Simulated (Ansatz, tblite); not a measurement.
Removing and adding an electron: Sn(NH2)H3 (SnNH₅). The state is a singlet with charge 0. Geometry: r2SCAN-D4/def2-TZVP. Ansatz, gas phase; energy differences of separate SCF runs; the oxidised species was run as a doublet alone; the reduced species was run as a doublet alone.

```xyz
7

Sn    0.159   -0.559    0.496
N     0.059    0.948   -0.877
H    -0.372    1.783   -0.492
H    -0.495    0.688   -1.687
H     1.106    0.052    1.774
H     0.917   -1.857   -0.305
H    -1.374   -1.055    1.091
```

In the def2 sets Sn takes a core potential; there is no spin–orbit coupling. The xTB rows come from tblite. Correlated methods freeze 5 core orbitals; core or outer-core shells of Sn are correlated, in sets that lack core-valence functions. In CCSD on the charge -1 doublet the largest single amplitude is 0.21, so its Hartree–Fock determinant may place the open shell otherwise than the density functionals do.

Problem. Estimate orbital energies and vertical ionisation energies and electron affinities at: GFN1-xTB; GFN2-xTB; HF/def2-TZVPD; HF/def2-TZVPP; PBE-D4/def2-TZVP; PBE-D4/def2-TZVPD; r2SCAN-D4/def2-TZVP; r2SCAN-D4/def2-TZVPD; PBE0-D4/def2-TZVP; PBE0-D4/def2-TZVPD; MP2/def2-TZVPD; MP2/def2-TZVPP; CCSD/def2-TZVPD; CCSD/def2-TZVPP; CCSD(T)/def2-TZVPD; CCSD(T)/def2-TZVPP.

Solution. 
| level | −HOMO (eV) | vertical IE (eV) | −LUMO (eV) | vertical EA (eV) | HOMO–LUMO gap (eV) | IE − EA (eV) | remarks |
| --- | --- | --- | --- | --- | --- | --- | --- |
| GFN1-xTB | 10.80 | 14.76 | 5.21 | 1.93 | 5.59 | 12.83 | – |
| GFN2-xTB | 10.59 | 14.36 | 5.27 | 2.34 | 5.32 | 12.02 | – |
| HF/def2-TZVPD | – | – | – | -1.45 | – | – | HOMO above zero (-1 doublet) |
| HF/def2-TZVPP | – | 8.20 | – | – | – | – | – |
| PBE-D4/def2-TZVP | 5.83 | 9.37 | 0.97 | – | 4.87 | – | – |
| PBE-D4/def2-TZVPD | 5.91 | – | 1.09 | -0.68 | 4.82 | – | HOMO above zero (-1 doublet) |
| r2SCAN-D4/def2-TZVP | 6.13 | 9.36 | 0.51 | – | 5.62 | – | – |
| r2SCAN-D4/def2-TZVPD | 6.19 | – | 0.61 | -0.82 | 5.58 | – | HOMO above zero (-1 doublet) |
| PBE0-D4/def2-TZVP | 7.24 | 9.47 | 0.20 | – | 7.04 | – | – |
| PBE0-D4/def2-TZVPD | 7.29 | – | 0.37 | -0.80 | 6.93 | – | HOMO above zero (-1 doublet) |
| MP2/def2-TZVPD | – | – | – | -1.02 | – | – | HOMO above zero (-1 doublet) |
| MP2/def2-TZVPP | – | 9.79 | – | – | – | – | – |
| CCSD/def2-TZVPD | – | – | – | -1.00 | – | – | HOMO above zero (-1 doublet) |
| CCSD/def2-TZVPP | – | 9.49 | – | – | – | – | – |
| CCSD(T)/def2-TZVPD | – | – | – | -0.94 | – | – | HOMO above zero (-1 doublet) |
| CCSD(T)/def2-TZVPP | – | 9.58 | – | – | – | – | – |

   A HOMO above zero means that the electron is unbound at that level or that self-interaction error raises the level; the energy of removing that electron tells which. Raw xTB energy differences between charge states are shifted by several eV; the methods need an empirical correction for them. A negative affinity means that the extra electron isn't bound; its size then hangs on the basis.
